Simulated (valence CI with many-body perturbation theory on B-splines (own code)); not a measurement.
Bi⁷⁷⁺ in brief

Level of theory: valence CI with perturbative core correlation (CI+MBPT): four valence electrons over a frozen Dirac-Fock core [He], a basis of 9 s, 9 p, 8 d, 6 f, 3 g, 1 h functions for each j, with the one-electron correlation potential Σ1, the two-electron term Σ2, the three-electron term Σ3, Breit, model QED; selected CI, second order for the rest, scaled by the run's own slope (own B-spline code, finite nucleus).

No measured spectrum was set against this ion. As an estimate, large intervals hold to a few tenths of a per cent, small ones and those within an open d or f shell to about a per cent.

Levels are named by their leading jj configuration (3d3/2^4 stands for four electrons in 3d with j = 3/2), which in mixed levels can hold well under half, so a name can repeat and another be missing.

Rates and lifetimes use the calculated energies. Strong lines usually hold to 10 to 20 %, long lifetimes can be off by a factor of two.

Task: What is the ground level?

Result: (2s^2 2p1/2^2) J=0, composition 68 % 2s2.2p2 3P + 32 % 2s2.2p2 1S.

Task: What is the ionisation energy?

Result: 24155 eV; NIST lists 24150 ± 120 eV (theoretical).

Task: Where does the other parity begin?

Result: At (2s 2p1/2^2 2p3/2) J=2, 205.0 Ry.

Task: Among levels below 1118.2 Ry, which E1 lines absorb most strongly from the ground level?

Result: to (2s^2 2p1/2 3d3/2) J=1 at 0.08459 nm, f = 1.05; to (2s 2p1/2^2 2p3/2) J=1 at 0.4288 nm, f = 0.329; to (2s 2p1/2^2 3p1/2) J=1 at 0.08755 nm, f = 0.301.

Task: Name the longest-lived excited levels whose lifetime is computed, and their main decay.

Result: (2s^2 2p1/2 2p3/2) J=2 at 179.3 Ry lives 1.35 ns, mostly by E2 to (2s^2 2p1/2^2) J=0; (2s 2p1/2^2 2p3/2) J=2 at 205.0 Ry lives 22.0 ps, mostly by E1 to (2s^2 2p1/2 2p3/2) J=1; (2s^2 2p1/2 2p3/2) J=1 at 177.9 Ry lives 11.8 ps, mostly by M1 to (2s^2 2p1/2^2) J=0.

Task: What are the static dipole polarisabilities of the lowest levels?

Result: (2s^2 2p1/2^2) J=0 3.73e-05 bohr³, of which the core gives 1.24e-07.

Task: How well does LS coupling describe the low levels?

Result: Among the lowest 20 levels the leading LS term, summed over configurations, holds 67 % on average. For single configurations the figures are 67 % in LS and 100 % in jj coupling. Terms mix most in the J = 1 level at 212.5 Ry, where the leading one holds 32 %.
